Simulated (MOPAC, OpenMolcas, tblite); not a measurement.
**SiNH4O2 (SMILES N[Si](O)O): the dipole moment, rung by rung**

SiNH4O2 has 8 atoms, charge 0, and is taken as a doublet. SMILES: `N[Si](O)O`. The shape is that of a PBE0-D4/def2-TZVP optimisation. This is one conformer, not always the lowest.

```xyz
8

N    -0.4980    1.2670    0.1293
Si    0.0960   -0.2436   -0.3760
O     1.6416   -0.2883    0.2026
O    -0.9565   -1.3347    0.2779
H     0.0712    2.0940    0.0651
H    -1.4836    1.4674    0.1105
H     2.2509   -0.8480   -0.2809
H    -1.0294   -2.1710   -0.1842
```

Quantity: the dipole moment, in D. The values are calculated.

| level | kind | program | value (D) |
| --- | --- | --- | --- |
| PM3 | semi-empirical | MOPAC | 1.94 |
| GFN2-xTB | semi-empirical | tblite | 2.28 |
| UHF/cc-pVDZ | Hartree–Fock | OpenMolcas | 2.52 |
| USVWN5/cc-pVDZ | LDA | OpenMolcas | 1.52 |
| UPBE/cc-pVDZ | GGA | OpenMolcas | 1.49 |
| U-r2SCAN/cc-pVDZ | meta-GGA | OpenMolcas | 1.72 |
| UBHLYP/cc-pVDZ | global hybrid | OpenMolcas | 2.09 |

The values span 1.49 to 2.52 D.
